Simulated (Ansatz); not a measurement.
Cost and result for the atomization energy of `C[O][SnH]([Cl])[O][SiH3]` (13 atoms, 12 bonds).

```json
{"atom": "C1", "x (Å)": "-2.1406", "y (Å)": "-0.2678", "z (Å)": "-0.4581"}
{"atom": "O2", "x (Å)": "-1.8567", "y (Å)": "0.1429", "z (Å)": "0.8639"}
{"atom": "Sn3", "x (Å)": "-0.1383", "y (Å)": "0.9168", "z (Å)": "1.3098"}
{"atom": "Cl4", "x (Å)": "0.2299", "y (Å)": "2.6939", "z (Å)": "-0.1332"}
{"atom": "O5", "x (Å)": "1.2316", "y (Å)": "-0.3830", "z (Å)": "0.8721"}
{"atom": "Si6", "x (Å)": "2.1525", "y (Å)": "-0.7300", "z (Å)": "-0.4387"}
{"atom": "H7", "x (Å)": "-3.1780", "y (Å)": "-0.6096", "z (Å)": "-0.4814"}
{"atom": "H8", "x (Å)": "-2.0338", "y (Å)": "0.5523", "z (Å)": "-1.1773"}
{"atom": "H9", "x (Å)": "-1.4986", "y (Å)": "-1.0970", "z (Å)": "-0.7768"}
{"atom": "H10", "x (Å)": "-0.0845", "y (Å)": "1.3323", "z (Å)": "2.9421"}
{"atom": "H11", "x (Å)": "2.7490", "y (Å)": "-2.0742", "z (Å)": "-0.2331"}
{"atom": "H12", "x (Å)": "1.3277", "y (Å)": "-0.7462", "z (Å)": "-1.6790"}
{"atom": "H13", "x (Å)": "3.2399", "y (Å)": "0.2695", "z (Å)": "-0.6103"}
```

The species carries charge 0 and has multiplicity 1. Correlated methods include outer-core shells of Sn, which these sets cover unevenly. Sn: def2 effective core potential. The geometry is a stationary point of PBE0-D4/def2-TZVP. It is one conformer, not always the lowest. Program: Ansatz. All runs use 2 threads of an AMD EPYC 7R13 on a shared host and a share of an NVIDIA H100 80 GB. Times are those of one run each, without the atoms' runs, and a repeat can differ threefold. Electronic energies, without spin–orbit coupling; frozen cores. CCSD(T)/CBS adds CCSD(T) − MP2 in def2-TZVPP to the MP2 limit, and its time is that of the two runs behind it. T1 = 0.013. With those shells the extrapolation isn't a true limit. B3LYP takes the VWN-RPA correlation (the form of Gaussian; ORCA's B3LYP/G).

CCSD(T)/CBS is a level of theory with its own doubt, some kJ/mol a heavy atom from the limit and from the frozen cores, so smaller differences don't rank the functionals.

| level | functions | wall time |
| --- | --- | --- |
| PBE0-D4/def2-TZVPP | 325 | 3.5 s |
| r2SCAN-D4/def2-TZVPP (with forces) | 325 | 4.9 s |
| B2PLYP/def2-TZVPP | 325 | 5.5 s |
| PBE-D4/def2-TZVPP (with forces) | 325 | 5.5 s |
| B3LYP-D4/def2-TZVPP (with forces) | 325 | 5.5 s |
| ωB97X-V/def2-TZVPP | 325 | 6 s |
| MP2/def2-QZVPP | 603 | 7.5 s |
| ωB97M-V/def2-TZVPP (with forces) | 325 | 8.5 s |
| CCSD(T)/def2-TZVPP | 325 | 13 s |
| CCSD(T)/CBS(def2) | – | 20 s |

What atomization energy does each give, and how far from CCSD(T)/CBS? (Estimate.)

The calculation gave: 
```csv
level,atomization (kcal/mol),difference from CCSD(T)/CBS,per bond
PBE0-D4/def2-TZVPP,1026.6,-21.8,-1.8
r2SCAN-D4/def2-TZVPP (with forces),1039.4,-9.0,-0.7
B2PLYP/def2-TZVPP,1022.9,-25.5,-2.1
PBE-D4/def2-TZVPP (with forces),1045.2,-3.2,-0.3
B3LYP-D4/def2-TZVPP (with forces),1032.8,-15.6,-1.3
ωB97X-V/def2-TZVPP,1046.1,-2.3,-0.2
MP2/def2-QZVPP,1048.8,0.4,0.0
ωB97M-V/def2-TZVPP (with forces),1040.0,-8.4,-0.7
CCSD(T)/def2-TZVPP,1014.3,-34.1,-2.8
CCSD(T)/CBS(def2),1048.4,0.0,0.0
```

The D4 term adds +13.3 kcal/mol with B3LYP and +7.2 kcal/mol with PBE0; it sums over pairs of atoms, weighted by their polarisabilities, and B3LYP, whose exchange is more repulsive, gets the larger term. In def2-TZVPP, CCSD(T) changes the Hartree–Fock value by +272.1 kcal/mol (the triples alone add +16.6 kcal/mol) and MP2 by +285.9 kcal/mol; breaking electron pairs costs correlation energy, which Hartree–Fock lacks. From PBE to PBE0 (25 % exact exchange), in def2-TZVPP and without D4, the atomization energy moves by −17.5 kcal/mol: exact exchange takes away binding that semilocal exchange gives to molecules.

Spin–orbit coupling would lower the free Sn atoms strongly, and the atomization energy with them, by more than many differences here. For some Ge, Se and Sn compounds the MP2-based and the directly extrapolated limit differ by 10 to 25 kJ/mol.
